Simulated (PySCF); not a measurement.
**Dipole moment and polarisability of `C#CC1=C(F)CC1=O`**

Species: C₆H₃FO.
SMILES with atom numbers: `[CH:1]#[C:2][C:3]1=[C:4]([F:5])[CH2:6][C:7]1=[O:8]` (hydrogens: H9 on C1; H10, H11 on C6)

Geometry (GFN2-xTB, Å), atoms numbered from 1 in this order:
```xyz
11
C6H3FO angstrom
C      2.9522    0.3032    0.0776
C      1.7589    0.1577    0.0710
C      0.3688    0.0202    0.0283
C     -0.5593   -0.7349    0.6567
F     -0.4934   -1.6686    1.5895
C     -1.7673   -0.1857   -0.0458
C     -0.7047    0.6810   -0.7686
O     -0.7565    1.5207   -1.6117
H      3.9944    0.4217    0.0921
H     -2.4758    0.3677    0.5702
H     -2.3118   -0.8804   -0.6851
```

Level: CAM-B3LYP/def2-SVPD (PySCF), static field, nuclei fixed, core orbitals frozen in the response. The polarisability tensor in these axes (au):

```
x   102.41   7.59  -0.01
y     7.59  58.56 -13.51
z    -0.01 -13.51  57.40
```

Task: Diagonalise the tensor; give its mean and Δα, where Δα² is half the sum of the squared differences of the eigenvalues.

Result: Principal values 43.98, 70.59 and 103.80 au; mean 72.79 au = 10.79 Å³ = 12.00 × 10⁻⁴⁰ C²·m²/J; Δα = 51.91 au (71 % of the mean).

Task: What is the dipole moment, and where does it point?

Result: (-0.19, -1.58, 1.55) D, 2.22 D in size, pointing from the negative to the positive side. Measured along this direction, the outermost atoms are O8 at the negative end and F5 at the positive end.

Task: Molar refractivity from α?

Result: Lorentz–Lorenz: R = (4π/3)N_A α = 2.5225 cm³/(mol·Å³) × 10.79 Å³ = 27.2 cm³/mol, in the limit of long wavelengths.

Task: What are the principal values of the traceless quadrupole moment, Θ = ½Σq(3rr − r²1), about the centre of nuclear charge?

Result: -16.98, 1.37, 15.60 D·Å. The values depend on the origin, since the dipole doesn't vanish. The electronic extent ⟨r²⟩ about the same centre is 927 bohr², a root-mean-square distance of 2.15 Å for the 56 electrons.

Task: Form Σ f/ω² (atomic units) for the 8 lowest TDDFT singlets, given as eV and f, and set it beside the mean polarisability, which is this sum over all singlets: 4.29, 0.0000; 5.40, 0.0003; 5.41, 0.1870; 6.12, 0.0002; 6.21, 0.0842; 6.37, 0.0004; 6.88, 0.0014; 7.15, 0.0228.

Result: They add up to 6.71 au, 9.2 % of the 72.79 au; the largest single term is 4.72 au, from the state at 5.41 eV. Terms in order: 0.00, 0.01, 4.72, 0.00, 1.61, 0.01, 0.02, 0.33 au. Higher excitations give the rest. The strengths listed sum to 0.296.

Task: Give the principal axes and the span of the nuclei along them.

Result: Largest value along (0.98, 0.18, -0.05), where the nuclei span 6.39 Å; middle along (0.16, -0.69, 0.71), 4.50 Å; least along (-0.09, 0.70, 0.71), 1.78 Å. The response follows the extents in order.

Isolated species at its GFN2-xTB geometry, gas phase.
